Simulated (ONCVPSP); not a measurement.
**Transferability test, ONCV potential for Zn**

ONCVPSP 4.0.1 input, shortened (lines: element, Z, core and valence counts, functional; n l f; lmax; l rc ep ncon nbas qcut; lloc lpopt rc5 dvloc0; l nproj debl; icmod fcfact rcfact), LDA (Perdew-Zunger), scalar-relativistic:

```
  Zn 30.00    3    4        3      upf
    1    0    2.00
    2    0    2.00
    2    1    6.00
    3    0    2.00
    3    1    6.00
    3    2   10.00
    4    0    1.50
    2
    0    1.15    0.00    4    8    8.70
    1    1.15    0.00    3    7   13.30
    2    1.30    0.00    4    9   14.50
    4    4    0.80    0.00
    0    2    3.40
    1    2    1.00
    2    3    2.30
    4    0.65    0.00
```

In the p channel the program set the typed energies aside and used -3.231, 0.250 Ha.

Energies are relative to the spin-unpolarised reference configuration 3s2 3p6 3d10 4s1.5; without spin polarisation the order of configurations can differ from experiment.

```csv
valence configuration,charge,ΔE all-electron (eV),error AE − PS (meV)
3s2 3p6 3d10 4s1,+1,6.112,-0.2
3s2 3p6 3d10 4s0,+2,24.881,+1.8
3s2 3p6 3d9 4s2,+1,14.127,+29
```

Question: What are ΔE and the potential's error for 3s2 3p6 3d10 4s2?

Answer: ΔE = -4.078 eV all-electron; the error (AE − PS) is +0.5 meV.

Levels in the configuration 3s2 3p6 3d10 4s1:

```json
{"level": "3s", "all-electron (eV)": "-138.376", "pseudo (eV)": "-138.378"}
{"level": "3p", "all-electron (eV)": "-93.024", "pseudo (eV)": "-93.021"}
{"level": "3d", "all-electron (eV)": "-20.118", "pseudo (eV)": "-20.123"}
{"level": "4s", "all-electron (eV)": "-14.348", "pseudo (eV)": "-14.346"}
```
